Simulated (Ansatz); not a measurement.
Species: sum formula Si$_{2}$N$_{2}$H$_{8}$, charge 0, multiplicity 1. 
Structure (B3LYP-D3(BJ)/def2-TZVP (Ansatz, a program for electronic structure) minimum search):
SMILES: N[SiH2]N[SiH3]
```xyz
12

N      2.2216     0.9187    -0.0011
Si     1.0984    -0.3576    -0.2317
N     -0.3869     0.0113     0.5648
Si    -2.0129    -0.1240    -0.0083
H      2.0493     1.8538    -0.3341
H      3.2059     0.7277     0.0922
H      1.7970    -1.5497     0.3087
H      0.6933    -0.6302    -1.6328
H     -0.2888     0.2867     1.5341
H     -1.9949    -0.0504    -1.4854
H     -2.8255     0.9869     0.5454
H     -2.6764    -1.3935     0.3853
```

Parts of the frozen-core correlation energy in cc-pV(T+d)Z (Ansatz, hartree). Frozen orbitals: 12; correlated occupied orbitals by spin: 13 and 13; virtual: 225 and 225. Spin-orbit coupling is left out. Non-relativistic.

| term | value |
|---|---|
| reference (HF) | -691.58840 |
| MP2 opposite-spin | -0.53908 |
| MP2 same-spin | -0.14340 |
| CCSD correlation | -0.73220 |
| (T) | -0.02605 |
| T1 diagnostic | 0.010 |
| largest doubles amplitude | 0.017 |
